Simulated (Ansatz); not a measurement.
`O=C=[N][Hf]([F])([F])[F]` + HBr → `[F][Hf]([F])([F])[Br]` + `N=C=O` at 298.15 K and 1 bar (ligand exchange at the Hf–N bond).

Gas-phase electronic energies from Ansatz, PBE0-D4/def2-TZVP geometries. CBS: MP2 limit from def2 TZ/QZ plus the TZ coupled-cluster correction, frozen cores. This one scheme is used for every species. def2 core potentials past Kr. For Br, Hf outer-core shells are correlated without core-valence functions, which leaves a few kJ/mol of doubt a bond. Scalar relativity is left out up to krypton. Each species was taken in one conformer, which may not be the lowest.

```
                   species  CCSD(T)/CBS energy (Eh)  H − E (kJ/mol)  S (J/(mol·K))
`O=C=[N][Hf]([F])([F])[F]`               -515.51547            75.6          396.1
                       HBr              -2573.91920            24.6          198.6
   `[F][Hf]([F])([F])[Br]`              -2920.92444            38.6          363.4
                   `N=C=O`               -168.51995            67.5          238.3
```

H − E and S are ideal-gas, rigid-rotor, harmonic terms from PBE0-D4/def2-TZVP, for one conformer and one mirror image of each species. 1 Eh = 2625.50 kJ/mol, R = 8.31446 J/(mol·K).

By hand: ΔE, ΔH, ΔS and ΔG.

ΔE = (-2920.92444) + (-168.51995) − (-515.51547) − (-2573.91920) = -0.00972 Eh = -25.5 kJ/mol. Δ(H − E) = 38.6 + 67.5 − 75.6 − 24.6 = 5.9, so ΔH = -19.6 kJ/mol. ΔS = 363.4 + 238.3 − 396.1 − 198.6 = 7.0 J/(mol·K). ΔG = -19.6 − 298.15 × (7.0)/1000 = -21.7 kJ/mol.

By hand: the equilibrium constant, and the temperature at which ΔG would vanish if ΔH and ΔS stayed fixed.

log₁₀ K = −ΔG/(RT ln 10) = 3.8. ΔH and −TΔS have one sign here, so there is no such temperature.

The number of gas molecules stays the same, so ΔS is small and ΔH decides. A doubt of 5 kJ/mol in ΔE shifts log₁₀ K by 0.9 here. Other conformers and mirror images would add mixing entropy, several J/(mol·K) or more a flexible species. Modes under 60 cm⁻¹, often nearly free rotors, make the harmonic entropy too high. These are equilibria of isolated gas molecules and say nothing of rates. Largest T1 diagnostic: 0.018 (customary marks: 0.02 for closed shells, 0.045 for open ones).

ΔS is within the doubt of such terms, so its sign, and with it that verdict, could turn.
